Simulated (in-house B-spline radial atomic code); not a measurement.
## Ionising Rb II (Rb+) with different functionals

Computed with a B-spline radial code for spherical atoms: scalar-relativistic (spin-free X2C) Hamiltonian, Fermi nucleus of rms radius 4.2036 fm, spin-polarised at highest spin, spherical fractional occupations for the functionals, and exact exchange of hybrids averaged over the configuration. The ionisation energy is the difference of two self-consistent energies, [Ar] 3d10 4s2 4p6 → [Ar] 3d10 4s2 4p5, without Breit or QED terms; ε is the level of the shell that loses the electron (its least bound occupied spin orbital). There is no spin-orbit coupling in this Hamiltonian.

| method | rung | ΔSCF (eV) | -ε(4p) (eV) |
| --- | --- | --- | --- |
| PBE0 | global hybrid | 27.46 | 23.39 |
| B3LYP | global hybrid | 27.45 | 23.03 |
| TPSSh | global hybrid | 27.54 | 22.50 |
| BHandHLYP | global hybrid | 27.38 | 24.94 |
| r2SCAN0 | global hybrid | 27.74 | 23.72 |
| B97-1 | global hybrid | 27.39 | 23.05 |
| HSE06 | range-separated hybrid | 27.43 | 22.95 |
| wB97X | range-separated hybrid | 27.27 | 25.88 |
| CAM-B3LYP | range-separated hybrid | 27.43 | 24.84 |
| LC-wPBE | range-separated hybrid | 27.43 | 26.35 |

Among the functionals, which spreads more, the ΔSCF values or the orbital energies?

The orbital energies: ΔSCF values span about 0.47 eV and the orbital energies 3.84 eV; here energy differences depend much less on the functional than eigenvalues do.

How do they compare with the NIST value?

NIST lists 27.290 eV (measured, ground level to ground level). Errors run from -0.02 to +0.45 eV; wB97X is closest (-0.02 eV), but part of that can be cancellation, since the calculations leave out spin-orbit coupling, Breit-QED terms, multiplet and fine-structure energies.
